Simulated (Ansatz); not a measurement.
Relaxation of a periodic cell of 17 atoms, Li₁₆H (host Li, host structure bcc, interstitial H), to a largest force component of 0.03 eV/Å in at most 60 steps.

All numbers below come from Ansatz, DFT PBE, scalar-relativistic, plane waves, PAW. Settings: cutoff 420 eV, k mesh 3x3x3, gaussian smearing 0.1 eV, no spin polarisation.

```xyz
17
Lattice="6.9800 0.0000 0.0000 0.0000 6.9800 0.0000 0.0000 0.0000 6.9800" Properties=species:S:1:pos:R:3
Li 0.000 0.000 0.000
Li 3.490 0.000 0.000
Li 0.000 3.490 0.000
Li 0.000 0.000 3.490
Li 1.745 1.745 1.745
Li 3.490 3.490 0.000
Li 3.490 0.000 3.490
Li 5.235 1.745 1.745
Li 0.000 3.490 3.490
Li 1.745 5.235 1.745
Li 1.745 1.745 5.235
Li 3.490 3.490 3.490
Li 5.235 5.235 1.745
Li 5.235 1.745 5.235
Li 1.745 5.235 5.235
Li 5.235 5.235 5.235
H 0.877 1.664 0.041
```

Question: Where does it end, and by what steps?

Answer: The run converged. The force dipped under the threshold on the way, but the program's further checks kept it going. Limits of this set-up: coarse k mesh, odd electron count without spin, a small cell, in which the defect meets its images. After 7 steps the energy has fallen by 0.070 eV; Li8 moved furthest, 0.19 Å.

| step | energy less start (eV) | largest force component (eV/Å) | accepted |
| --- | --- | --- | --- |
| 0 | 0.0000 | 0.216 | yes |
| 1 | -0.0523 | 0.112 | yes |
| 2 | -0.0582 | 0.025 | yes |
| 3 | -0.0610 | 0.026 | yes |
| 4 | -0.0655 | 0.067 | yes |
| 5 | -0.0681 | 0.082 | yes |
| 6 | -0.0702 | 0.026 | yes |
| 7 | -0.0702 | 0.026 | yes |

```xyz
17
Lattice="6.9800 0.0000 0.0000 0.0000 6.9800 0.0000 0.0000 0.0000 6.9800" Properties=species:S:1:pos:R:3
Li -0.023 0.154 0.001
Li 3.628 -0.121 0.004
Li -0.026 3.321 0.002
Li 0.049 0.050 3.488
Li 1.772 1.743 1.600
Li 3.626 3.589 0.004
Li 3.390 -0.087 3.491
Li 5.094 1.736 1.865
Li 0.047 3.427 3.489
Li 1.692 5.237 1.690
Li 1.773 1.741 5.388
Li 3.399 3.567 3.492
Li 5.336 5.232 1.820
Li 5.095 1.736 5.127
Li 1.692 5.237 5.296
Li 5.331 5.232 5.165
H 0.883 1.749 -0.001
```

The run took 40 s on 2 threads of Arm Neoverse V1, with other jobs on the host, peak memory 0.53 GiB.
